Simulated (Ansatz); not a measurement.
Basis sets compared for the cluster Cd2Cl2⁺. Total charge 1; doublet. Geometry PBE-D4/def2-SVP. Ansatz on 4 threads of Arm Neoverse V2 on a shared host; times are rough, and most runs start from earlier orbitals.

Cartesian coordinates in Å:
```
Cd -0.376 -0.974 0.441
Cd 1.059 2.816 -1.261
Cl 1.310 0.258 -0.734
Cl -1.994 -2.100 1.554
```

In the def2 sets Cd takes a core potential; there is no spin–orbit coupling. The structure comes from a short search, and lower isomers may exist.

```json
{"level": "PBE-D4/def2-SVP", "functions": "98", "energy (Eh)": "-1255.0196", "HOMO (eV)": "-11.00", "LUMO (eV)": "-10.28", "wall time": "1.8 s"}
{"level": "PBE0-D4/def2-SVP", "functions": "98", "energy (Eh)": "-1255.0820", "HOMO (eV)": "-11.90", "LUMO (eV)": "-9.25", "wall time": "2.5 s"}
```

Task: Estimate the rows for PBE-D4/def2-TZVP (with forces), PBE0-D4/def2-TZVP.

Result: 
```tsv
level	functions	energy (Eh)	HOMO (eV)	LUMO (eV)	wall time
PBE-D4/def2-TZVP (with forces)	154	-1255.4176	-11.06	-10.32	3.2 s
PBE0-D4/def2-TZVP	154	-1255.4737	-11.93	-9.27	4.4 s
```
